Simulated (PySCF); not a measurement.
Compound: cyclooctatetraene, C₈H₈.
Cartesian coordinates in Å at the PBE0-D3(BJ)/def2-SVP level; atoms count from 1:
```xyz
16
C8H8 angstrom
C     -1.3240   -0.8426    0.2657
C     -0.3180   -1.7101    0.0722
C      0.8525   -1.5322   -0.7959
C      1.7328   -0.5193   -0.7756
C      1.7251    0.6423    0.1224
C      0.7198    1.5102    0.3149
C     -0.6004    1.4947   -0.3273
C     -1.4814    0.4824   -0.3468
H     -2.1654   -1.1750    0.8866
H     -0.4029   -2.6954    0.5477
H      1.0575   -2.3649   -1.4809
H      2.5997   -0.5893   -1.4454
H      2.6772    0.8516    0.6268
H      0.9144    2.3733    0.9643
H     -0.9177    2.4482   -0.7686
H     -2.4610    0.6739   -0.8029
```

The closed-shell ground state was solved at several levels (PySCF, density fitting, gas phase, non-relativistic). The dipole stays under 0.02 D at every level.

```
        level  basis functions  HOMO (eV)  LUMO (eV)  gap (eV)
PBE0/pcSseg-1              176      -6.17      -1.45      4.72
  B3LYP/pcJ-1              296      -5.94      -1.59      4.35
```

Question: Estimate the row for CAM-B3LYP/def2-SVPD, a basis of 224 functions; the other rows only guide the guess.

Answer: HOMO -7.39 eV, LUMO -0.33 eV, gap 7.06 eV.

Question: Over all these levels, which gives the widest orbital gap and which the narrowest?

Answer: CAM-B3LYP/def2-SVPD (range-separated hybrid) has the widest, 7.06 eV, and B3LYP/pcJ-1 (global hybrid, 20 % exact exchange) the narrowest, 4.35 eV. Functional and basis both differ between the two, so the spread mixes both effects.

One conformer stands for the species.
